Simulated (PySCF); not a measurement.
**Basis set benchmark on one molecule**

Molecule: `C1=C(C)N=CC=C1`, C$_{6}$H$_{7}$N.

Structure with atom numbers: `[CH3:1][c:2]1[cH:3][cH:4][cH:5][cH:6][n:7]1`. Hydrogens are named by the atom that carries them.

Geometry PBE0-D3(BJ)/def2-SVP throughout; GIAO in PySCF 2.14.0 with density-fitted response routines, gas phase, one conformer, non-relativistic; equivalent atoms averaged; functional PBE0.

Reference values (estimated from measurements, as parent shift plus tabulated substituent increments; solution, not stated per compound (mostly CDCl3 or CCl4); Pretsch, Buehlmann, Badertscher, Structure Determination of Organic Compounds, 4th ed. (2009)): δ(C2) = 158.4 ppm, δ(C3) = 123.2 ppm, δ(C4) = 136.2 ppm, δ(C5) = 120.7 ppm, δ(C6) = 149.1 ppm, δ(H(C3)) = 7.14 ppm, δ(H(C4)) = 7.54 ppm, δ(H(C5)) = 7.10 ppm. Computed shifts are taken against TMS, calculated as an isolated molecule at each level.

Question: How do the basis sets STO-3G, pcSseg-0, 6-31G, 6-31G*, cc-pVDZ, def2-SVP, pcSseg-1, aug-cc-pVDZ, 6-311+G(2d,p), def2-TZVP, cc-pVTZ, IGLO-III, pcSseg-2 perform against the reference? Times are CPU seconds on shared hosts with different chips, so compare them loosely.

Answer: 
```csv
basis set,functions,C2,C3,C4,C5,C6,H(C3),H(C4),H(C5),mean abs. error C,mean abs. error H,core-s
STO-3G,42,125.9,108.4,112.9,106.1,120.7,7.01,7.22,7.04,22.7,0.17,3.3
pcSseg-0,77,169.5,133.3,144.6,130.8,162.0,7.16,7.46,7.02,10.5,0.06,5.2
6-31G,77,153.7,120.1,130.0,117.6,144.4,7.39,7.57,7.19,4.4,0.12,6.6
6-31G*,112,151.6,117.8,128.9,115.0,142.9,7.07,7.41,6.86,6.3,0.15,10
cc-pVDZ,133,158.2,123.1,134.1,120.7,148.0,7.08,7.46,6.88,0.7,0.12,12
def2-SVP,133,156.9,121.4,132.8,118.6,146.9,7.03,7.38,6.80,2.2,0.19,11
pcSseg-1,154,163.7,127.9,140.9,125.4,155.0,7.19,7.63,7.01,5.1,0.08,15
aug-cc-pVDZ,224,158.8,121.7,133.4,119.2,148.8,7.40,7.74,7.23,1.3,0.20,29
"6-311+G(2d,p)",231,163.3,126.1,138.9,123.2,153.4,7.36,7.69,7.17,3.5,0.15,28
def2-TZVP,259,165.2,127.5,140.5,124.6,154.8,7.34,7.68,7.14,5.0,0.13,35
cc-pVTZ,308,163.5,126.7,139.6,124.1,153.7,7.33,7.66,7.14,4.0,0.12,44
IGLO-III,315,168.9,130.7,143.7,127.8,158.5,7.35,7.68,7.15,8.4,0.13,48
pcSseg-2,350,170.4,131.8,145.1,128.9,159.8,7.37,7.71,7.16,9.7,0.15,59
```

For ¹³C the closest is cc-pVDZ (0.7 ppm) and the furthest STO-3G (22.7 ppm).

For ¹H the closest is pcSseg-0 (0.06 ppm, with pcSseg-1 practically level) and the furthest aug-cc-pVDZ (0.20 ppm). Where a smaller basis beats a larger one, errors probably cancel; the largest sets show where the functional converges. One molecule is a small sample, and vibrational and solvent effects are absent from the calculation.

A small basis that lands close on one nucleus may do so by chance; judge by the trend and by all nuclei.
